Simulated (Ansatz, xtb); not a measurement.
Relative energy of two isomers of BFHNS

Structure a: the triplet with the links of `FBN=S`. Structure b: `FB=NS`, a singlet. Both are isolated molecules in the gas phase, relaxed with PBE0-D3(BJ)/def2-SVP; the shapes shown needn't be the lowest conformers.

a (Å):

```xyz
5

B    -2.2719   -1.2675    0.5139
F    -3.3294   -0.8163   -0.1385
N    -1.4702   -0.3432    1.2355
S    -0.2299   -0.1501    2.1302
H    -2.0135   -2.4477    0.4813
```

b (Å):

```xyz
5

B    -0.1348    0.5127   -1.3964
F     0.0751    0.2956   -2.6546
N    -0.3138    0.7302   -0.1814
S    -0.7731    0.9348    1.3859
H     0.3943    1.4321    1.8647
```

Question: Estimate which is lower in electronic energy at CCSD(T)/def2-TZVPP, and by roughly how much.

Answer: The CCSD(T)/def2-TZVPP calculation puts structure b lower, by 4.4 kcal/mol.

The same difference at several levels:

```json
{"level": "PBE0-D3(BJ)/def2-SVP", "geometry": "PBE0-D3(BJ)/def2-SVP", "E(b) − E(a) (kcal/mol)": "−2.6", "departure from the last row (kcal/mol)": "+1.8", "job, with rough time for the two": "optimisation, 46 s"}
{"level": "HF/def2-TZVPP", "geometry": "PBE0-D3(BJ)/def2-SVP", "E(b) − E(a) (kcal/mol)": "+8.9", "departure from the last row (kcal/mol)": "+13.2", "job, with rough time for the two": "part of the CCSD(T) run"}
{"level": "MP2/def2-TZVPP", "geometry": "PBE0-D3(BJ)/def2-SVP", "E(b) − E(a) (kcal/mol)": "−8.5", "departure from the last row (kcal/mol)": "−4.2", "job, with rough time for the two": "part of the CCSD(T) run"}
{"level": "CCSD(T)/def2-TZVPP", "geometry": "PBE0-D3(BJ)/def2-SVP", "E(b) − E(a) (kcal/mol)": "−4.4", "departure from the last row (kcal/mol)": "", "job, with rough time for the two": "single point, 2.6 min"}
```

As drawn, b has 1 B=N, 1 N–S, 1 S–H in place of 1 B–N, 1 N=S, 1 B–H.

HF/def2-TZVPP puts the two in the other order. The largest departure from CCSD(T)/def2-TZVPP is that of HF/def2-TZVPP, 13.2 kcal/mol. Levels run at GFN2-xTB geometries aren't shown. The triplet state of a needn't be its ground state.

With harmonic frequencies from PBE0-D3(BJ)/def2-SVP (ideal gas, rigid rotor, one conformer each, 298.15 K, 1 atm): on the last row, ΔE + ΔZPE = −4.6, ΔH = −4.4, ΔG = −3.7 kcal/mol.

Open shells are spin-unrestricted. The correlated steps freeze 8 core orbitals. ΔG holds the spin degeneracy. Mirror images aren't counted in ΔG. Run with Ansatz 0.2.0; the last row on 1 thread of Arm Neoverse V2 on a shared host.
